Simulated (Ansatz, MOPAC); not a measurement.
Gas-phase reaction in SMILES: CC(CO)[CH2] -> C(O)[C](C)C

Wanted: isomerisation energy (enthalpy at 298 K), in kcal/mol. Terms: open shells spin-unrestricted; non-relativistic; no spin-orbit coupling; LANL2DZ all-electron up to Ne; no dispersion term unless named; frozen cores in correlated levels. CBS marks a two-point X^-3 extrapolation of the correlation energy; Hartree-Fock from the larger set. Ab initio and DFT rows: single points at B3LYP-D3(BJ) geometries (Ansatz, an electronic-structure program), with unscaled harmonic terms from B3LYP/6-31G* (Ansatz) at its own minima. Semi-empirical rows: MOPAC heats of formation at their own minima for 298 K.

| species | coefficient | E at B3LYP/LANL2DZ (Ansatz), Eh | E at PBE0/def2-TZVPD (Ansatz), Eh | H(298 K) - E, kcal/mol | heat of formation at AM1 (MOPAC), kcal/mol |
|---|---|---|---|---|---|
| [CH2]C(C)CO | -1 | -232.96456 | -232.81183 | 81.63 | -40.53 |
| C[C](C)CO | +1 | -232.97278 | -232.82148 | 81.92 | -49.58 |

Coupled cluster (Ansatz) is a level with limits of its own, used here on species with T1 under 0.025 (0.045 for open shells) and stable references: CCSD(T)/CBS(cc-pVTZ,cc-pVQZ). Value to compare with, CCSD(T)/CBS(cc-pVTZ,cc-pVQZ) (Ansatz): -3.5 kcal/mol. 1 Eh = 627.5095 kcal/mol.

### Question
Work the quantity out at each level, and compare with CCSD(T)/CBS(cc-pVTZ,cc-pVQZ) (Ansatz).

### Answer

- B3LYP/LANL2DZ: the sum of coefficient times E is -0.00822 Eh, or -5.16 kcal/mol; the thermal terms add 0.29. Result: -4.9 kcal/mol. Its difference against CCSD(T)/CBS(cc-pVTZ,cc-pVQZ) (Ansatz) is -1.4 kcal/mol.
- PBE0/def2-TZVPD: the sum of coefficient times E is -0.00965 Eh, or -6.06 kcal/mol; the thermal terms add 0.29. Result: -5.8 kcal/mol. Its difference against CCSD(T)/CBS(cc-pVTZ,cc-pVQZ) (Ansatz) is -2.3 kcal/mol.
- AM1: the sum of coefficient times heat of formation is -9.05 kcal/mol; it needs no thermal term. Its difference against CCSD(T)/CBS(cc-pVTZ,cc-pVQZ) (Ansatz) is -5.5 kcal/mol.
